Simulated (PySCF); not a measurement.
## NaPb⁻: energy against distance

Set-up: PySCF, scalar-relativistic core potentials, basis sets Na aug-cc-pVDZ, Pb aug-cc-pVDZ-PP with ECP60. Energies in eV from Na⁻ + Pb in their ground configurations at the same level. All curves are PBE0. state 1: Ms = 1 determinant of mixed spin (⟨S²⟩ near 2.5), unpaired electrons π ↑↑; state 2: Ms = 0 determinant of mixed spin (⟨S²⟩ near 1.3), unpaired electrons π ↑↓, a mixture of terms (⟨Lz²⟩ = 2.0), a second solution, started from another occupation.

| R (Å) | state 1 | state 2 |
| --- | --- | --- |
| 2.718 | -1.521 | -1.172 |
| 2.844 | -1.632 | -1.276 |
| 2.970 | -1.692 | -1.329 |
| 3.065 | -1.713 | -1.344 |
| 3.160 | -1.719 | -1.343 |
| 3.255 | -1.713 | -1.331 |
| 3.381 | -1.692 | -1.302 |
| 3.539 | -1.651 | -1.254 |
| 3.729 | -1.592 | -1.185 |
| 3.982 | -1.506 | -1.090 |

Problem. Put a parabola through the three lowest points of the state 1 curve and estimate Re, k and ωe (reduced mass 20.7 u; 1 eV/Å² = 0.16022 mdyn/Å; ωe = 1302.8·√(k/μ) cm⁻¹).

Solution. Through R = 3.065, 3.16, 3.255 Å the second-order coefficient is 0.665 eV/Å², so Re ≈ 3.160 Å, k ≈ 0.213 mdyn/Å and ωe ≈ 132 cm⁻¹. A polynomial fit of higher order to the unrounded PBE0 energies gives Re = 3.153 Å, k = 0.210 mdyn/Å, ωe = 131 cm⁻¹; anharmonicity and rounding make the difference.

The higher-order fit for each curve: state 1: Re = 3.153 Å, ωe = 131 cm⁻¹, De = 1.72 eV; state 2: Re = 3.108 Å, ωe = 140 cm⁻¹, minimum 1.34 eV below the ground-state fragments.

Closed-shell solutions of metal pairs were not tested for spin polarisation, which can lower them a little. ⟨S²⟩ of the unrestricted solution departs from its pure value on part of the curve, where spin states mix. These are scalar-relativistic numbers at best; spin–orbit coupling would shift them, the dissociation energy most. For an ion De counts to the pair picked by the measured ionisation energies or electron affinities, which need not be the lowest pair at this level. The highest Kohn–Sham level is positive in this anion. Much of that is self-interaction error, but it also means that the finite basis helps to hold the extra electron. The state was picked by a PBE0 search and need not be the measured ground state.
